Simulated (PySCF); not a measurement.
tin monoxide (OSn), SMILES [O]=[Sn] (connectivity only; charge and spin as stated), neutral, multiplicity 1.

Geometry optimised at PBE-D3(BJ)/def2-TZVP. The def2 effective core potentials stand for the cores of Sn; spin–orbit coupling is left out.

The numbers are results of CAM-B3LYP/def2-TZVPD in PySCF, not measurements.

Gas-phase values at a fixed geometry.

**Question.** Estimate the frontier levels, gap, dipole moment and polarisability. (An estimate is asked for; the answer gives what the named calculation found.)

**Answer.** 
```yaml
highest_occupied_level: -9.04 eV
lowest_empty_level: -1.51 eV
orbital_gap: 7.52 eV
dipole_moment: 0.989 e·Å
quadrupole, principal values (traceless, Buckingham form, about the centre of nuclear charge): -10.64, 5.32, 5.32 D·Å
mean_static_polarisability: 41.9 bohr³ (6.20 Å³)
polarisability_principal_values: 36.3, 36.3, 52.9 bohr³
```
